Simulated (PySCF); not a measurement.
A geometry optimisation on `[F][Sn]([F])([F])[Cl]` (SnClF3).

Method: PBE0-D3(BJ)/def2-SVP geometry optimisation, gas phase, def2 core potentials past Kr (PySCF 2.14.0). Start geometry: GFN2-xTB. The input is one job of a driver script: a line of settings, then coordinates in Å.

Input:
```
{"job": {"xc": "PBE0", "basis": "def2-SVP", "d3": "d3bj", "grid": 1, "maxiter": 30, "shake": 0.03, "kind": "geom"}, "charge": 0, "multiplicity": 1}
Sn     0.061360    -0.076760     0.028500
Cl    -0.004950    -0.033130     2.263430
F      1.721910     0.003460    -0.798250
F     -0.802080     1.559610    -0.754250
F     -0.901390    -1.563660    -0.801560
```

Output:
```
step   0  E = -973.31302188  max force = 0.057497
step   1  E = -973.32025102  max force = 0.025502
step   2  E = -973.32220840  max force = 0.007192
step   3  E = -973.32251618  max force = 0.003666
step   4  E = -973.32258941  max force = 0.000736
step   5  E = -973.32260879  max force = 0.000983
step   6  E = -973.32265406  max force = 0.001114
step   7  E = -973.32272811  max force = 0.001516
step   8  E = -973.32275771  max force = 0.000770
step   9  E = -973.32278523  max force = 0.000446
step  10  E = -973.32279429  max force = 0.000268
optimisation converged
```

Energies in Eh; «max force» is the largest Cartesian gradient component in Eh/bohr.

Task: How much energy does the optimisation release, in eV?

Result: E(step 0) − E(last step) = 0.009772 Eh, which is 0.266 eV.

Task: Give the first gradient maximum in eV/Å.

Result: With 1 Eh/bohr = 51.422 eV/Å, 2.957 eV/Å.

In short: final energy -973.32279 Eh after 10 steps; dipole 1.41 D.

Task: Where do the atoms end?

Result: 0.076 Å rms from the input after alignment:
```
atom  x, y, z in Å
Sn1    0.0200   -0.0194   -0.0515
Cl2   -0.2551   -0.1059    2.2227
F3     1.8687   -0.0217   -0.5195
F4    -0.7566    1.5497   -0.8084
F5    -0.8022   -1.5132   -0.9053
```

On Intel Xeon Platinum 8488C, one thread (shared host), this took 31 s wall and 0.34 GiB of memory at its peak.
Labels such as C1 count atoms from 1, the log's own numbers from 0.
